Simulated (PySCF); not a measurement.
Radial density of O (oxygen, neutral)

UHF, [He] 2s2 2p4, high-spin 3P determinant. All numbers are calculated (PySCF 2.14, the spin-free X2C one-electron Hamiltonian (Gaussian nucleus), in dyall-acv3z (15s9p4d2f, 76 functions)).

| r (bohr) | 4πr²ρ (e/bohr) | 4πr²(ρα − ρβ) |
| --- | --- | --- |
| 0.00267 | 0.02828 | 0.0000 |
| 0.00448 | 0.07663 | 0.0000 |
| 0.00754 | 0.2039 | 0.0001 |
| 0.0127 | 0.5263 | 0.0003 |
| 0.0213 | 1.287 | 0.0008 |
| 0.0359 | 2.872 | 0.0023 |
| 0.0604 | 5.496 | 0.0071 |
| 0.102 | 8.133 | 0.0271 |
| 0.171 | 7.930 | 0.1162 |
| 0.287 | 4.426 | 0.4330 |
| 0.483 | 3.285 | 1.1305 |
| 0.813 | 4.765 | 1.6364 |
| 1.37 | 3.138 | 1.0011 |
| 2.30 | 0.6797 | 0.1875 |
| 3.87 | 0.03609 | 0.0048 |
| 6.51 | 0.0002020 | 0.0000 |

Densities and radii are taken from the X2C orbitals without a picture-change correction, which distorts them close to the nucleus.
